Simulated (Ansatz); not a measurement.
Geometry optimisation, RKS r2SCAN/def2-SVP (Ansatz 0.2.0).

Input:

```yaml
crystal:
  periodic: [false, false, false]
  atoms:
    - { symbol: B, position_ang: [0.389606, 0.353457, -0.21952] }
    - { symbol: O, position_ang: [-0.566787, -0.020808, 2.177935] }
    - { symbol: H, position_ang: [-1.485075, -0.092502, 1.871505] }
    - { symbol: H, position_ang: [1.331905, -0.369737, -0.037259] }
    - { symbol: H, position_ang: [-0.641433, -0.012649, -0.735953] }
    - { symbol: "N", position_ang: [0.528769, 1.808155, 0.050024] }
    - { symbol: H, position_ang: [1.430743, 2.108594, 0.412938] }
    - { symbol: Si, position_ang: [-0.619432, 3.061652, -0.389513] }
    - { symbol: H, position_ang: [-1.423966, 2.609536, -1.55834] }
    - { symbol: H, position_ang: [-1.558342, 3.378642, 0.734133] }
    - { symbol: H, position_ang: [0.133174, 4.307423, -0.717726] }
    - { symbol: H, position_ang: [-0.338561, 0.909336, 1.936177] }
basis:
  gaussian: { orbitals: def2-SVP }
hamiltonian:
  xc: r2scan
relax:
  f_tol: 0.03
  max_steps: 50
```

Run as:

```bash
$ ansatz run input.yaml --threads 4 --pin off --max-ram 5120MiB --backend cpu --events-out ev --progress --plain --runs-dir out
```

Where does it end, and by what steps?

The forces met the threshold. After 13 steps the energy has fallen by 0.091 eV; H12 moved furthest, 0.35 Å.

| step | energy less start (eV) | largest force component (eV/Å) | accepted |
| --- | --- | --- | --- |
| 0 | 0.0000 | 1.898 | yes |
| 1 | -0.0604 | 0.889 | yes |
| 2 | -0.0646 | 1.087 | yes |
| 3 | -0.0801 | 0.741 | yes |
| 4 | -0.0867 | 0.268 | yes |
| 5 | -0.0891 | 0.071 | yes |
| 6 | -0.0894 | 0.085 | yes |
| 7 | -0.0904 | 0.071 | yes |
| 8 | -0.0908 | 0.063 | yes |
| 9 | -0.0910 | 0.050 | yes |
| 10 | -0.0912 | 0.068 | yes |
| 11 | -0.0913 | 0.059 | yes |
| 12 | -0.0914 | 0.043 | yes |
| 13 | -0.0915 | 0.027 | yes |

```xyz
12
Properties=species:S:1:pos:R:3
B 0.373 0.408 -0.141
O -0.522 -0.015 2.043
H -1.414 -0.224 1.731
H 1.291 -0.356 0.029
H -0.676 0.035 -0.625
N 0.593 1.813 -0.052
H 1.510 2.118 0.267
Si -0.591 3.052 -0.409
H -1.453 2.616 -1.542
H -1.483 3.331 0.766
H 0.116 4.323 -0.746
H -0.563 0.939 2.202
```

Whether the end is a true minimum wasn't checked by a vibrational analysis.

The run took 23 s on 4 threads of Arm Neoverse V2 (shared host), peak memory 0.17 GiB.
